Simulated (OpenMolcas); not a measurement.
# Ru II: the spin-orbit constant, thermal populations, worked from levels

```yaml
Program: OpenMolcas 26.06
Basis: ANO-RCC-VQZP [8s7p5d3f2g1h]
Scalar_Hamiltonian: DKH2, point nucleus
Active_space: 7 electrons in 5 orbitals (4d)
State_averaging: 2S+1 = 4 even, 10 roots; 2S+1 = 2 even, 40 roots
Spin-orbit_coupling: RASSI with atomic mean-field integrals over the reference wave functions, term energies averaged over their components
```

Methods: CASSCF; MS-CASPT2, IPEA 0.25 Eh, imaginary shift 0.1 Eh (closed shells correlated: 4s 4p). Measured levels: NIST Handbook of Basic Atomic Spectroscopic Data.

**The spin-orbit constant.** For the Hund term ⁴F of d7, E(J) = (A/2) J(J+1) + constant and ζ = -2S·A = -3A. From J = 3/2 to J = 9/2 the energy changes by 10.5 A.

| Source | E(9/2) - E(3/2) | A | ζ |
| --- | --- | --- | --- |
| CASSCF | -3265.6 | -311.0 | 933 |
| MS-CASPT2 | -3232.7 | -307.9 | 924 |
| measured | -3104.2 | -295.6 | 887 |

All in cm-1. MS-CASPT2 is off by +4.1 % and CASSCF by +5.2 %. Both methods take the spin-orbit matrix elements from the reference wave functions, so the second can move ζ only through the term energies and any multistate remixing. Second-order mixing with other terms is absorbed into this ζ.

**Thermal populations.** Z = Σ (2J + 1) exp(-E/kT) with k = 0.695035 cm-1/K, over the levels below. No other level of either list lies under 8210 cm-1, which is above 7 kT at each temperature.

```json
{"Level": "4d⁷ ⁴F_9/2", "2J + 1": "10", "MS-CASPT2": "0.0", "measured": "0.0"}
{"Level": "4d⁷ ⁴F_7/2", "2J + 1": "8", "MS-CASPT2": "1566", "measured": "1523"}
{"Level": "4d⁷ ⁴F_5/2", "2J + 1": "6", "MS-CASPT2": "2580", "measured": "2494"}
{"Level": "4d⁷ ⁴F_3/2", "2J + 1": "4", "MS-CASPT2": "3230", "measured": "3104"}
```

```
T (K)  Z, MS-CASPT2  Z, measured levels  Ground level (%), MS-CASPT2  Ground level (%), measured levels
 1000        11.025              11.106                         90.7                               90.0
```

At 1000 K, kT = 695 cm-1, and the computed levels give Z = 10.000 + 0.841 + 0.147 + 0.038 = 11.025.

Term energies are means over components that CASPT2 splits; among the terms shown or strongly mixed into the levels shown the widest spread is 970 cm-1 (4d⁷ ⁴F, MS-CASPT2). Configurations with an s electron lie low at this charge and mix in, so terms can be misplaced. Without dynamic correlation excited terms often stand tens of per cent too high (terms of higher spin than the ground term too low), and those without a measured partner can miss by more than the paired ones (holds for CASSCF). Computed and measured levels are paired by configuration, term and J; levels that our copy of the source lacks, or whose pairing is in doubt (as where it misses far off the trend of its configuration), stay unpaired and out of the deviations. Only configurations of the active space appear.
